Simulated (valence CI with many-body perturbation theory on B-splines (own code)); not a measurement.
**Which ion has this spectrum?**

A relativistic CI+MBPT calculation for an atom or ion with 6 electrons gives these levels (× 10³ cm⁻¹):

| J | Parity | E | g |
| --- | --- | --- | --- |
| 0 | even | 0.00 |  |
| 1 | even | 744.42 | 1.49 |
| 2 | even | 841.25 | 1.21 |
| 2 | even | 1653.8 | 1.27 |
| 2 | odd | 1723.3 | 1.73 |
| 0 | even | 1880.9 |  |
| 1 | odd | 2107.2 | 0.98 |
| 2 | odd | 2467.9 | 1.45 |
| 3 | odd | 2653.9 | 1.32 |
| 0 | odd | 2856.2 |  |
| 1 | odd | 2924.6 | 1.27 |
| 2 | odd | 3000.2 | 1.13 |
| 1 | odd | 3058.1 | 1.47 |
| 2 | odd | 3652.1 | 1.32 |

The energies are calculated, and their last digits are not significant.

Q: Which is it?
A. Ru38+
B. Tc37+
C. Sr32+
D. Nb35+

A: D. Nb35+, ground level (2s^2 2p1/2^2) J=0.
